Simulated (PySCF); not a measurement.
**CdH: everyday levels beside a composite calculation**

PySCF; the state is a doublet (σ ↑). The composite is CCSD(T) extrapolated to the basis-set limit from two correlation-consistent sets, with core-valence (CV) and scalar-relativistic (SR) terms as its label shows; it has no spin–orbit coupling and nothing beyond (T). Here it is CCSD(T)/CBS(TQ)+CV. It gives Re = 1.751 Å, ωe = 1446 cm⁻¹ and De = 0.75 eV to Cd + H.

```
      level               basis                           relativity  Re (Å)  ωe (cm⁻¹)  De (eV)
        UHF           def2-SVPD  scalar-relativistic core potentials   1.787       1476     0.60
UHF-SCS-MP2        x2c-TZVPPall                        spin-free X2C   1.724       1551     0.61
UHF-CCSD(T)  cc-pVDZ-PP/cc-pVDZ  scalar-relativistic core potentials   1.745       1479     0.68
UHF-CCSD(T)        x2c-TZVPPall                        spin-free X2C   1.746       1457     0.78
        LDA           def2-SVPD  scalar-relativistic core potentials   1.765       1388     1.03
       BP86  cc-pVDZ-PP/cc-pVDZ  scalar-relativistic core potentials   1.779       1358     0.86
       PBE0        x2c-TZVPPall                        spin-free X2C   1.768       1427     0.85
        M06        x2c-TZVPPall                        spin-free X2C   1.819       1258     0.53
       MN15           def2-SVPD  scalar-relativistic core potentials   1.764       1436     0.74
      ωB97X        x2c-TZVPPall                        spin-free X2C   1.766       1455     0.74
```

**Question.** Give the difference of each row from the composite.

**Answer.** 

```json
{"level": "UHF", "basis": "def2-SVPD", "ΔRe (pm)": "+3.6", "Δωe (%)": "+2.1", "ΔDe (eV)": "-0.15"}
{"level": "UHF-SCS-MP2", "basis": "x2c-TZVPPall", "ΔRe (pm)": "-2.7", "Δωe (%)": "+7.3", "ΔDe (eV)": "-0.14"}
{"level": "UHF-CCSD(T)", "basis": "cc-pVDZ-PP/cc-pVDZ", "ΔRe (pm)": "-0.6", "Δωe (%)": "+2.3", "ΔDe (eV)": "-0.07"}
{"level": "UHF-CCSD(T)", "basis": "x2c-TZVPPall", "ΔRe (pm)": "-0.5", "Δωe (%)": "+0.8", "ΔDe (eV)": "+0.03"}
{"level": "LDA", "basis": "def2-SVPD", "ΔRe (pm)": "+1.4", "Δωe (%)": "-4.0", "ΔDe (eV)": "+0.28"}
{"level": "BP86", "basis": "cc-pVDZ-PP/cc-pVDZ", "ΔRe (pm)": "+2.8", "Δωe (%)": "-6.1", "ΔDe (eV)": "+0.11"}
{"level": "PBE0", "basis": "x2c-TZVPPall", "ΔRe (pm)": "+1.7", "Δωe (%)": "-1.3", "ΔDe (eV)": "+0.10"}
{"level": "M06", "basis": "x2c-TZVPPall", "ΔRe (pm)": "+6.8", "Δωe (%)": "-13.0", "ΔDe (eV)": "-0.22"}
{"level": "MN15", "basis": "def2-SVPD", "ΔRe (pm)": "+1.3", "Δωe (%)": "-0.7", "ΔDe (eV)": "-0.01"}
{"level": "ωB97X", "basis": "x2c-TZVPPall", "ΔRe (pm)": "+1.5", "Δωe (%)": "+0.6", "ΔDe (eV)": "-0.01"}
```

**Question.** Which rows come closest in De?

**Answer.** MN15 in def2-SVPD (-0.01 eV); ωB97X in x2c-TZVPPall (-0.01 eV), counted from the composite.

Correlated steps freeze the inner cores (0 to 14 orbitals); shallow outer-core shells are correlated. Correlated levels converge slowly with the basis: in double zeta they bind strong bonds too weakly, by up to about 1 eV, and carry superposition errors of some tenths. Spin–orbit coupling is left out. The state is the lowest determinant that a PBE0 search found; another state may lie lower at other levels.
